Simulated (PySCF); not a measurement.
**Ionisation energy of Pd³⁹⁺ by level of theory**

Pd³⁹⁺ [He] 2s2 2p3 (4S) → Pd⁴⁰⁺ [He] 2s2 2p2 (3P), as a difference of total energies. All numbers are calculated (PySCF 2.14, the non-relativistic Hamiltonian (point nucleus), in an uncontracted even-tempered set (17 s from 16 bohr⁻², ratio 2.2; 10 p from 21 bohr⁻², ratio 2.2; 6 d from 83 bohr⁻², ratio 2.4; 5 f from 120 bohr⁻², ratio 2.4; 4 g from 190 bohr⁻², ratio 2.4)). Correlated levels: nothing frozen; virtual orbitals above 40 to 60 times the deepest correlated orbital energy dropped. The calculations carry no spin-orbit coupling.

```
                 method  ionisation energy (eV)
                    UHF                  5883.0
                    LDA                  5878.8
                    PBE                  5879.6
                   PBE0                  5880.8
                 r2SCAN                  5883.4
                  M06-L                  5883.2
                r2SCANh                  5883.5
    MP2 (all electrons)                  5882.2
SCS-MP2 (all electrons)                  5881.6
```

Spin-orbit coupling is strong in these open shells (close to jj coupling). The scalar numbers leave it out and a first-order estimate fails, so it can dominate the gap to the real levels.

All relativistic terms are absent from these numbers, so their closeness to the reference says little about the methods.

For comparison: 5880 ± 40 eV (semi-empirical (NIST evaluation); NIST Atomic Spectra Database, ionization energies).
